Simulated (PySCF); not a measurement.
C₆H₁₀FO (doublet state).
Z-matrix (Å and degrees, GFN2-xTB geometry), rows numbered from 1:
```
C 
C   1  1.4723
C   2  1.5281  1  112.02
F   3  1.3768  2  110.72  1   -64.47
C   2  1.5484  1  111.35  3  -123.43
C   5  1.5138  2  112.20  1  -164.23
C   6  1.5068  5  114.12  2  -164.27
O   6  1.2046  5  122.92  2    15.69
H   1  1.0712  2  121.03  3     8.08
H   1  1.0724  2  119.84  3  -178.65
H   2  1.1018  1  110.70  3   119.01
H   3  1.0939  2  111.17  1    54.02
H   3  1.0936  2  111.20  1   177.04
H   5  1.0909  2  109.86  1    72.96
H   5  1.0928  2  109.37  1   -45.01
H   7  1.0889  6  108.64  5    72.85
H   7  1.0868  6  110.23  5  -167.95
H   7  1.0870  6  110.81  5   -45.75
```

The hyperfine couplings belong to this conformer and change with its torsions.

The species is `C(C(C)=O)[C@H]([CH2])CF` [radical].

Method: UKS B3LYP, pcH-1 on C F H O, non-relativistic, mean-field spin-orbit, GIAO (PySCF). Isolated species at its GFN2-xTB geometry (one conformer only). A GFN2-xTB geometry isn't a minimum of the functional, and hyperfine couplings can be far from their values at a DFT geometry. Stability of the SCF solution: not tested.

Largest spin populations (Mulliken): C1 (+1.08) and C2 (-0.09). No atom but C1 exceeds +0.15. The positive populations add up to 1.18 and the negative ones to -0.18, together 2S = 1. The angles at C1 add up to 359.7°, so it is planar; its axial dipolar tensor and the negative couplings of its protons fit spin in a p orbital normal to that plane.

Task: Find Q in a(H) = Q·ρ(C) for the protons on the planar carbons that carry spin.

Result: 
```
  H   C    ρ(C)  a(H) (G)  a/ρ (G)
 H9  C1  +1.084    -22.95    -21.2
H10  C1  +1.084    -22.26    -20.5
```

These protons share one ρ (within 0.01), so their mean ratio, Q = -20.9 G, is no test of linearity.

Couplings in gauss use g_iso = 2.0026.

On AMD EPYC 7R43, one thread, no GPU (shared host), this took 81 s (grids of density and orbitals included) and 0.96 GiB of memory at its peak.
